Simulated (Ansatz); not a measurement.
Relaxation of Cl₃FH₃PSi (9 atoms, charge 0, multiplicity 1), to a largest force component of 0.03 eV/Å in at most 50 steps.

Computed with RKS PBE0/def2-SVP (Ansatz 0.2.0).

```xyz
9
Properties=species:S:1:pos:R:3:forces:R:3
Si 0.383 0.166 -0.263 0.34 0.16 -0.44
F 0.298 0.069 1.331 0.32 0.06 0.18
Cl 2.359 0.148 -0.743 0.02 -0.01 0.01
Cl -0.437 1.906 -0.893 0.02 0.00 0.00
Cl -0.497 -1.457 -1.104 0.02 -0.07 -0.03
P -2.701 -0.225 1.100 -0.42 -0.01 0.10
H -3.311 -1.515 1.039 -0.02 0.03 0.03
H -3.509 0.239 2.183 0.00 -0.05 0.01
H -1.621 -0.643 1.924 -0.28 -0.11 0.15
```

Where does it end, and by what steps?

It converged. The force dipped under the threshold on the way, but the program's further checks kept it going. After 10 steps the energy has fallen by 0.193 eV; H9 moved furthest, 0.49 Å.

```csv
step,energy less start (eV),largest force component (eV/Å),accepted
0,0.0000,0.442,yes
1,-0.1512,0.134,yes
2,-0.1414,0.613,no
3,-0.1802,0.050,yes
4,-0.1897,0.062,yes
5,-0.1890,0.501,no
6,-0.1914,0.024,yes
7,-0.1921,0.055,yes
8,-0.1924,0.007,yes
9,-0.1926,0.067,yes
10,-0.1928,0.023,yes
```

```xyz
9
Properties=species:S:1:pos:R:3
Si 0.698 0.244 -0.441
F 0.597 0.194 1.160
Cl 2.661 0.143 -0.947
Cl -0.114 1.981 -1.091
Cl -0.302 -1.354 -1.190
P -3.037 -0.278 1.321
H -3.603 -1.580 1.168
H -3.922 0.072 2.387
H -2.015 -0.734 2.207
```

Whether the end is a true minimum wasn't checked by a vibrational analysis.

Run time: 16 s on 4 threads of Intel(R) Xeon(R) Platinum 8559C (Emerald Rapids), with other jobs on the host, peak memory 0.32 GiB.
